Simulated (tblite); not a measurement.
BiCl3, charge +1, doublet, at a GFN2-xTB geometry (such geometries of metal compounds can be far from the true shape) (a state made from the parent by changing its charge; the spin is typed, not shown lowest); GFN1-xTB (tblite).

Here is a job for tblite.
```
$ tblite run mol.xyz --method gfn1 --charge 1 --spin 1 --etemp 2000 --json tblite.json --no-restart

# file mol.xyz
4

Bi    -0.00429499    -0.00067859     0.52337335
Cl    -1.83836082    -0.99665658    -0.86820175
Cl     0.06559027     2.09816710    -0.84856458
Cl     1.79374020    -1.09819741    -0.83852708
```

It wrote (shortened):

```
xTB calculator
 | screened Coulomb repulsion
 | Coulomb electrostatics
 |  * isotropic Klopman-Ohno-Mataga-Nishimoto electrostatics
 |  * onsite third-order electrostatics
 | DFT-D3(BJ) dispersion correction

halogen bonding energy    0.0000000000000E+00 Eh
repulsion energy          3.2789733561192E-03 Eh
dispersion energy        -2.2371341317772E-03 Eh
number of electrons       2.5000000000000E+01 e
integral cutoff           2.2843195497908E+01 bohr

------------------------------------------------------------
  cycle        total energy    energy error   density error
------------------------------------------------------------
      1     -14.12834813191  -1.4129390E+01   7.2014073E-01
      2     -14.48364634252  -3.5529821E-01   2.2260716E-01
      3     -14.52810844579  -4.4462103E-02   1.3483148E-01
      4     -14.50809359402   2.0014852E-02   1.8718066E-01
      5     -14.53994256127  -3.1848967E-02   1.8099286E-02
      6     -14.54025507812  -3.1251685E-04   1.1324110E-03
      7     -14.54025622426  -1.1461412E-06   1.8140617E-04
      8     -14.54025625242  -2.8166582E-08   3.5720084E-05
      9     -14.54025625359  -1.1657448E-09   3.9699841E-06
------------------------------------------------------------

electronic energy        -1.4541298092814E+01 Eh
total energy             -1.4540256253590E+01 Eh

Post processing:
 | Mayer-Wiberg bond orders

[Info] JSON dump of results written to 'tblite.json'
```
